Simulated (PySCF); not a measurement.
Telling isomers of C6H12O3 apart by NMR

Computational details: σ from GIAO-PBE0/pcSseg-1, GFN2-xTB geometry, in PySCF (relativity neglected, no solvent model, a single conformation, equivalent nuclei averaged).

References, each an isolated molecule treated in the same way: ¹H (σref 31.72), ¹³C (σref 186.93) against TMS. Where no couplings were computed, multiplicities follow the n + 1 count of equivalent neighbours, and m marks all less simple cases (inequivalent or close neighbours, rings, F or P nearby). Shifts are as computed. Against solution values, carbons near 30 ppm lie about +3 ppm off and those near 130 ppm about +5 ppm. Of 1211 compounds with measured shifts, 218 miss one by over three times the rms of a fit or turn the order of signals round; such compounds aren't used in these exercises. OH and NH positions are gas-phase values without hydrogen bonding to other molecules.

(1) Tabulate the signals of `CC(C)OC(=O)[C@H](C)O`, `CCOC(=O)OC(C)C`, `CCOC(=O)CCOC`, `CC(C)C1OCOCO1` and their relative energies.

(2) What is the quickest way to tell CCOC(=O)CCOC from CC(C)C1OCOCO1?

(3) What is the quickest way to tell CC(C)OC(=O)[C@H](C)O from CC(C)C1OCOCO1?

(4) What is the quickest way to tell CCOC(=O)OC(C)C from CCOC(=O)CCOC?

Results:

(1) 
```tsv
SMILES	carbon types	δC	δH	E rel. (kcal/mol)
CC(C)OC(=O)[C@H](C)O	1×C 2×CH 3×CH3	185.2, 71.3, 70.7, 25.7, 23.8, 23.1	5.19 (m, 1H), 4.33 (q, 1H), 2.67 (br s, 1H), 1.34 (d, 3H), 1.32 (d, 3H), 1.30 (d, 3H)	5.0
CCOC(=O)OC(C)C	1×C 1×CH 1×CH2 3×CH3	162.1, 71.7, 65.6, 24.4, 16.6	5.43 (sept, 1H), 4.37 (q, 2H), 1.27 (t, 3H), 1.27 (d, 6H)	0.0
CCOC(=O)CCOC	1×C 3×CH2 2×CH3	178.7, 74.2, 63.2, 58.0, 37.8, 16.8	4.38 (q, 2H), 3.99 (t, 2H), 3.50 (s, 3H), 2.45 (t, 2H), 1.29 (t, 3H)	20.8
CC(C)C1OCOCO1	2×CH 2×CH2 2×CH3	108.0, 96.3, 37.7, 17.6	5.42 (m, 2H), 5.19 (m, 2H), 4.67 (m, 1H), 1.75 (m, 1H), 1.05 (d, 6H)	26.5
```

Energies are electronic energies at PBE0/pcSseg-1 on these geometries, without zero-point or thermal terms, each for the one conformer computed, which needn't be the lowest.

(2) Count the carbon signals: 6 against 4. The first has an ester carbonyl carbon (C) at 178.7 ppm, the second an sp3 carbon bearing two oxygens (CH) at 108.0 ppm. In the proton spectra the most deshielded non-exchanging signals are 4.38 (q, 2H) and 5.42 (m, 2H).

(3) Count the carbon signals: 6 against 4. The first has an ester carbonyl carbon (C) at 185.2 ppm, the second an sp3 carbon bearing two oxygens (CH2) at 96.3 ppm. Their most deshielded carbons lie at 185.2 and 108.0 ppm.

(4) Count the carbon signals: 5 against 6. The first has an sp3 CH bonded to O at 71.7 ppm, the second a methyl carbon bonded to O (CH3) at 58.0 ppm. Their most deshielded carbons lie at 162.1 and 178.7 ppm. In the proton spectra the most deshielded non-exchanging signals are 5.43 (sept, 1H) and 4.38 (q, 2H).
